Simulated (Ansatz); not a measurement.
Reaction (formal exchange of groups at the Si–N bond): `C[SiH](Cl)N=C=O` + `O[SiH3]` → `C[SiH](Cl)[SiH2]O` + `N=C=O`

Gas-phase electronic energies from Ansatz, PBE0-D4/def2-TZVP geometries. CCSD(T)/CBS adds triple-zeta CCSD(T) − MP2 to the extrapolated MP2 energy (def2 sets, frozen cores). This one scheme is used for every species. Functionals use def2-TZVPP. B3LYP here is the variant with VWN-RPA as its local correlation; programs differ in this. One conformer a species, not always the lowest.

`C[SiH](Cl)N=C=O`:

```xyz
10

C     0.223   -0.401    1.554
Si    0.588   -0.274   -0.250
Cl    0.305   -2.100   -1.148
N    -0.461    0.866   -0.967
C    -1.184    1.294   -1.818
O    -1.895    1.751   -2.616
H    -0.807   -0.727    1.715
H     0.359    0.571    2.035
H     0.893   -1.121    2.029
H     1.978    0.142   -0.533
```

`O[SiH3]`:

Cartesian coordinates in Å:
```
O 0.916 -0.892 0.089
Si -0.138 0.367 -0.049
H 0.552 -1.765 0.242
H -1.074 0.178 -1.191
H 0.695 1.570 -0.276
H -0.952 0.541 1.185
```

`C[SiH](Cl)[SiH2]O`:

Z-matrix (Å, degrees):
```
C
Si 1 1.863
H 1 1.094 2 109.8
H 1 1.092 2 110.7 3 119.8
H 1 1.092 2 110.8 3 -119.6
Cl 2 2.087 1 108.3 3 -177.8
Si 2 2.348 1 114.8 3 68.3
H 2 1.487 1 110.5 3 -61.6
O 7 1.652 2 108.1 1 74.3
H 7 1.491 2 109.2 1 -163.5
H 7 1.485 2 112.6 1 -42.8
H 9 0.960 7 115.8 2 44.3
```

`N=C=O`:

```xyz
4

N    -0.633   -0.410    0.136
C     0.208    0.445   -0.014
O     0.916    1.359   -0.121
H    -0.491   -1.394    0.000
```

```
             level  ΔE (kJ/mol)
            PBE-D4         82.5
         r2SCAN-D4        101.5
          B3LYP-D4        105.2
               PBE         85.3
            r2SCAN        102.2
   CCSD/def2-TZVPP        114.1
SCS-MP2/def2-QZVPP        121.3
     MP2/CBS(def2)        118.0
```

What does CCSD(T)/CBS give? (An estimate is asked.)

Ansatz gave: +108.3 kJ/mol. The listed levels differ from it by -25.8, -6.8, -3.1, -23.0, -6.1, 5.8, 13.0, 9.7 kJ/mol.

Largest T1 diagnostic among the species: 0.018.

The D4 term adds −4.5 kJ/mol with B3LYP and −2.6 kJ/mol with PBE0; it sums over pairs of atoms, weighted by their polarisabilities, and B3LYP, whose exchange is more repulsive, gets the larger term. From PBE to PBE0 (25 % exact exchange), in def2-TZVPP and without D4, ΔE moves by +10.6 kJ/mol. In def2-TZVPP, CCSD(T) changes the Hartree–Fock value by −26.9 kJ/mol (the triples alone add −3.9 kJ/mol) and MP2 by −17.3 kJ/mol.
